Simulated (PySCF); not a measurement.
Simulation results for AlClH

Computed with PySCF 2.14.0. Calculation on a computer-drawn molecule: vertical ionisation energy to the stated ion spin, frozen-core CCSD(T) at the basis limit and cheaper methods, single-reference cases, UHF for radicals, no spin-orbit; all values are single points at the evaluated structure, the first of each entry, which is the reference or a displaced copy of it and isn't optimised; the reference structure only sets the zero of the energies above reference; triples share is (T) over the correlation energy.

Common to all runs: charge 0; multiplicity 2; ion multiplicity 1; diffuse functions no; basis cc-pV(n+d)Z; reference is the Hartree-Fock double-zeta minimum; best is HF at quadruple zeta + MP2 correlation extrapolated from triple and quadruple zeta + CCSD(T) minus MP2 at triple zeta; basis step is the size of the change from the same recipe one zeta lower.

(1) AlClH

Evaluated structure:
```xyz
3
AlClH
Al    -0.8200     1.2735     0.6101
Cl    -2.0926     2.4388     1.8368
H      0.6336     1.8613     0.4951
```

Reference structure:
```xyz
3
AlClH
Al    -0.8144     1.2443     0.6852
Cl    -2.0581     2.5107     1.8654
H      0.6614     1.7676     0.4309
```

The calculation gives: ionisation energy best 8.343 eV; ionisation energy basis step 0.04393 eV; energy above reference best 0.07112 kcal/mol; energy above reference basis step 0.0631 kcal/mol; total energy HF triple zeta -702.0674 hartree; total energy CCSD(T) triple zeta -702.3503 hartree; total energy best -702.3983 hartree; T1 diagnostic at triple zeta 0.01319; D1 diagnostic at triple zeta 0.03883; spin squared at triple zeta 0.7562; ion T1 diagnostic at triple zeta 0.01682; ion D1 diagnostic at triple zeta 0.04362; triples share at triple zeta 0.03757; basis functions triple zeta 92; dipole magnitude HF at triple zeta 1.853 debye; dipole magnitude CCSD unrelaxed at triple zeta 1.639 debye; dipole magnitude PBE at triple zeta 1.467 debye; dipole magnitude r2SCAN at triple zeta 1.561 debye; dipole magnitude B3LYP at triple zeta 1.649 debye; dipole magnitude wB97X at triple zeta 1.675 debye.

Drawn bonds:
```
atom  other atom  order
   1           2      1
   1           3      1
```

Triple zeta:
```
 method  ionisation energy (eV)  energy above reference (kcal/mol)
     HF                   8.253                            0.09328
    PBE                    8.29                             0.2131
 r2SCAN                   8.473                            0.09603
  B3LYP                   8.427                              0.152
  wB97X                   8.369                            0.05532
    MP2                   8.281                            0.07824
   CCSD                   8.308                             0.1273
CCSD(T)                   8.287                             0.1406
```

(2) AlClH

Evaluated structure:
```xyz
3
AlClH
Al    -0.8200     1.2735     0.6101
Cl    -2.1695     2.5092     1.9110
H      0.6336     1.8613     0.4951
```

Reference structure:
```xyz
3
AlClH
Al    -0.8144     1.2443     0.6852
Cl    -2.0581     2.5107     1.8654
H      0.6614     1.7676     0.4309
```

It finds ionisation energy best 8.556 eV; ionisation energy basis step 0.0508 eV; energy above reference best 2.609 kcal/mol; energy above reference basis step 0.377 kcal/mol; total energy HF triple zeta -702.0636 hartree; total energy CCSD(T) triple zeta -702.3466 hartree; total energy best -702.3943 hartree; T1 diagnostic at triple zeta 0.01382; D1 diagnostic at triple zeta 0.04028; spin squared at triple zeta 0.7569; ion T1 diagnostic at triple zeta 0.01892; ion D1 diagnostic at triple zeta 0.04911; triples share at triple zeta 0.03806; basis functions triple zeta 92; dipole magnitude HF at triple zeta 2.616 debye; dipole magnitude CCSD unrelaxed at triple zeta 2.338 debye; dipole magnitude PBE at triple zeta 2.126 debye; dipole magnitude r2SCAN at triple zeta 2.246 debye; dipole magnitude B3LYP at triple zeta 2.336 debye; dipole magnitude wB97X at triple zeta 2.411 debye.

Drawn bonds:
```
atom  other atom  order
   1           2      1
   1           3      1
```

Triple zeta:
```
 method  ionisation energy (eV)  energy above reference (kcal/mol)
     HF                   8.499                              2.504
    PBE                   8.486                               1.94
 r2SCAN                   8.682                              2.465
  B3LYP                   8.638                              2.014
  wB97X                   8.604                              2.626
    MP2                   8.499                              2.507
   CCSD                   8.525                              2.488
CCSD(T)                   8.495                               2.41
```
